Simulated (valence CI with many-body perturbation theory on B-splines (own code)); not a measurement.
## Sensitivity of CI+MBPT for Mn³⁺

Level of theory: configuration interaction combined with many-body perturbation theory (CI+MBPT): four valence electrons over a frozen Dirac-Fock core [Ar], radial functions for each j: 6 s, 6 p, 5 d, 5 f, 1 g, with the one-electron correlation potential Σ1, the two-electron term Σ2, the three-electron term Σ3, Breit, model QED; selected CI, second order for the rest, scaled by the run's own slope (own B-spline code, finite nucleus).

Against 19 measured levels this calculation errs by 403 cm⁻¹ on average and by 940 at most. These come from a selection out of Corliss and Sugar, J. Phys. Chem. Ref. Data 6, 1253 (1977). Levels without a partner in it may be off by more, other configurations by 1,000 to 8,000 cm⁻¹. Only levels of the ground parity were solved; by the run's estimate the other parity begins above the list, which can be wrong where configurations are misplaced.

The reference run has the lowest level 3d4 5D_0 and an ionisation energy of 50.5216 eV. Its largest variational space holds 11536 state functions.

Changed runs:
A. selection threshold (hartree) 2e-08 → 2e-07
B. Davidson tolerance 2e-05 → 0.001; orbitals per symmetry with explicit Σ2 and valence Breit (the others get mean screening factors) 5 → 4
C. factor on the speed of light 1 → 10; QED terms on → off
D. box radius (bohr) 17.695 → 4.95 (bad on purpose)

Excitation energies of the reference run in cm⁻¹, and shifts in cm⁻¹:

| Level | Reference | A | B | D |
| --- | --- | --- | --- | --- |
| 3d4 5D_1 | 92.5 | -1.3 | -0.1 | +1.6 |
| 3d4 5D_2 | 274 | -0.4 | -1.0 | +2.6 |
| 3d4 5D_3 | 533 | +0.4 | +2.4 | +3.5 |
| 3d4 5D_4 | 859 | +1.7 | +6.4 | +4.9 |
| 3d4 3H_4 | 20354 | -1.2 | +557 | +45 |
| 3d4 3H_5 | 20543 | -6.1 | +558 | +41 |
| 3d4 3H_6 | 20740 | -1.8 | +562 | +43 |
| 3d4 3P_0 | 21376 | -4.7 | +354 | +64 |
| 3d4 3P_1 | 21970 | -5.9 | +356 | +68 |
| 3d4 3F_2 | 22907 | -3.2 | +426 | +59 |
| 3d4 3F_3 | 22961 | -3.4 | +432 | +60 |
| 3d4 3P_2 | 22982 | -3.5 | +362 | +69 |
| Ionisation energy (eV) | 50.5216 | +0.00045 | +0.0583 | -0.0075 |

Run C ends with another lowest level, 3d4 5D_1, and an ionisation energy of 50.8193 eV.
